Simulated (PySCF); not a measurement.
HO3S, SMILES [O-][S+]([O-])O, charge -1. Atoms are numbered in the order given.

```xyz
5

O     -0.2799     1.3841     0.1904
S     -0.2254    -0.0245    -0.3669
O     -0.9489    -1.0020     0.5148
O      1.4693    -0.3744    -0.0445
H      1.6814     0.3300     0.5844
```
Charge -1, spin multiplicity 1.

Geometry: PBE0-D3(BJ)/def2-SVPD. One conformer was computed; it need not be the lowest.

Two levels are set side by side: PBE/pcSseg-2 (PySCF) and PBE0/pcSseg-2 (PySCF). GIAO shifts against H2O (¹⁷O), H2S (³³S), TMS (¹H) at the same level; non-relativistic, no solvent, atoms listed together averaged. Differences are taken from unrounded values.

| quantity | PBE0 |
|---|---|
| δ(³³S) of S2 (ppm) | 770.9 |
| δ(¹⁷O) of O4 (ppm) | 270.7 |
| δ(¹H) of H5 (ppm) | 1.76 |

What does PBE give, and how far is it from PBE0? (An estimate is asked for; the answer gives what the named calculation found.)


```csv
quantity,PBE,PBE minus PBE0
δ(³³S) of S2 (ppm),762.9,-8.0
δ(¹⁷O) of O4 (ppm),286.2,15.6
δ(¹H) of H5 (ppm),1.61,-0.16
```

Rough cost on one machine, each run with all the roots and properties that it gave: PBE0 against PBE within a factor of 2.
